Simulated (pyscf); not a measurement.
**•O–GaH–OH, doublet**

Gas-phase minimum from PySCF at ωB97X-D3(BJ)/def2-SVP, one conformer. •O–GaH–OH lies 38.4 kcal/mol over its isomer [HO–Ga–OH]•, and others may lie lower still (electronic energy, ωB97M-D3(BJ)). 

```xyz
5

O      1.5988     0.8335    -1.2319
Ga     0.5535    -0.1568    -0.1450
O      1.4368    -0.8008     1.2542
H     -0.9430    -0.3612    -0.4860
H      0.9136    -1.3343     1.8617
```
Charge 0, spin multiplicity 2.

Bonds (Å): O1–Ga2 1.804, Ga2–O3 1.776, Ga2–H4 1.548, O3–H5 0.963. Bond angles (°): O1–Ga2–O3 112.7, O1–Ga2–H4 120.0, O3–Ga2–H4 127.3, Ga2–O3–H5 115.3.

Properties at ωB97X-D3(BJ)/def2-SVP:

```yaml
harmonic_wavenumbers_unscaled: 184, 325, 474, 577, 691, 737, 798, 2074, 3925 cm⁻¹
zero_point_energy: 14.0 kcal/mol
rotational_symmetry_number: 1
Entropy of this conformer at 298 K and 1 atm, rigid rotor and harmonic oscillator, modes under 100 cm⁻¹ raised to 100: 294.9 J/(mol K)
dipole_moment: 3.16 D
Spin expectation value S2: 0.754
```

Single-point totals, which compare only within one level (frozen core for MP2 and CC):

| level | total energy (hartree) |
|---|---|
| ωB97X-D3(BJ)/def2-TZVP | -2076.51760 |
| PBE/def2-TZVP | -2076.08526 |
| r²SCAN/def2-TZVP | -2076.45666 |
| B3LYP-D3(BJ)/def2-TZVP | -2076.59348 |
| PBE0-D3(BJ)/def2-TZVP | -2076.12395 |
| M06-2X/def2-TZVP | -2076.47396 |
| ωB97M-D3(BJ)/def2-TZVP | -2076.59429 |
| UHF/def2-TZVPP | -2074.20905 |
| MP2/def2-TZVPP | -2074.86401 |
| CCSD/def2-TZVPP | -2074.87490 |
| CCSD(T)/def2-TZVPP | -2074.89901 |

Soft torsions are taken as harmonic, which can shift the entropy by several J/(mol K). The CCSD(T) − MP2 part came from Ansatz, without density fitting, on the same reference. The frozen core leaves the outer d or s,p core shells of the metals and heavy elements correlated in the MP2 and CC values, and def2-TZVPP describes them poorly, so these totals are far from the basis limit. Elements up to Kr have no core potential and no relativistic terms here.
